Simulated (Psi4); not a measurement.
C₄H₁₂O₂Si, triplet, at the geometry of the source list (a higher spin typed on purpose: for a closed-shell molecule this is an excited state). Base run: SVWN/3-21G (Psi4 1.11).

Input for Psi4:
```
memory 2 GB

molecule {
0 3
C    -1.94590000   -1.39060000    0.63670000
O    -0.61890000   -0.95920000    0.69300000
Si    0.08070000    0.34400000   -0.01650000
C    -0.67850000    1.98930000    0.54080000
C     0.01830000    0.16000000   -1.91570000
O     1.59490000    0.39160000    0.56900000
C     2.54260000   -0.63650000    0.62760000
H    -2.02320000   -2.30800000    1.22120000
H    -2.25080000   -1.59430000   -0.39240000
H    -2.61670000   -0.63810000    1.05870000
H    -1.71260000    2.06540000    0.21830000
H    -0.14440000    2.83910000    0.13110000
H    -0.66130000    2.08130000    1.62220000
H     0.47580000   -0.77320000   -2.23740000
H     0.54630000    0.96850000   -2.41190000
H    -1.00220000    0.16450000   -2.28970000
H     3.47000000   -0.21140000    1.01520000
H     2.19990000   -1.43250000    1.29280000
H     2.72610000   -1.05990000   -0.36300000
}

set {
  basis 3-21g
  reference uks
}

energy('svwn')
print_variables()
```

Variants of this job, named by their change:

```json
[
 {"change": "base", "ΔE vs base (µEh)": "0.0", "SCF cycles": "21", "grid points": "403099", "basis functions": "91"},
 {"change": "df_basis_scf = cc-pvtz-jkfit", "ΔE vs base (µEh)": "199", "SCF cycles": "21", "grid points": "403099", "basis functions": "91"},
 {"change": "cholesky_tolerance = 1e-6 (with scf_type cd)", "ΔE vs base (µEh)": "292", "SCF cycles": "21", "grid points": "403099", "basis functions": "91"},
 {"change": "soscf = true", "ΔE vs base (µEh)": "0.0", "SCF cycles": "14", "grid points": "403099", "basis functions": "91"},
 {"change": "dft_radial_points = 35", "ΔE vs base (µEh)": "1059", "SCF cycles": "21", "grid points": "191854", "basis functions": "91"},
 {"change": "puream = true", "ΔE vs base (µEh)": "-116", "SCF cycles": "21", "grid points": "403099", "basis functions": "91"},
 {"change": "scf_initial_accelerator = ediis", "ΔE vs base (µEh)": "0.0", "SCF cycles": "20", "grid points": "403099", "basis functions": "91"},
 {"change": "cholesky_tolerance = 1e-3 (with scf_type cd)", "ΔE vs base (µEh)": "-2893", "SCF cycles": "20", "grid points": "403099", "basis functions": "91"},
 {"change": "e_convergence = 1e-8", "ΔE vs base (µEh)": "0.0", "SCF cycles": "21", "grid points": "403099", "basis functions": "91"},
 {"change": "dft_pruning_scheme = robust", "ΔE vs base (µEh)": "0.9", "SCF cycles": "21", "grid points": "275145", "basis functions": "91"},
 {"change": "puream = false", "ΔE vs base (µEh)": "0.0", "SCF cycles": "21", "grid points": "403099", "basis functions": "91"},
 {"change": "dft_spherical_points = 434", "ΔE vs base (µEh)": "-10.7", "SCF cycles": "20", "grid points": "578877", "basis functions": "91"},
 {"change": "guess = huckel", "ΔE vs base (µEh)": "0.0", "SCF cycles": "22", "grid points": "403099", "basis functions": "91"}
]
```

Open shells are given as the SCF converged; they aren't shown to be the lowest states, and a large step between rows can be another state.
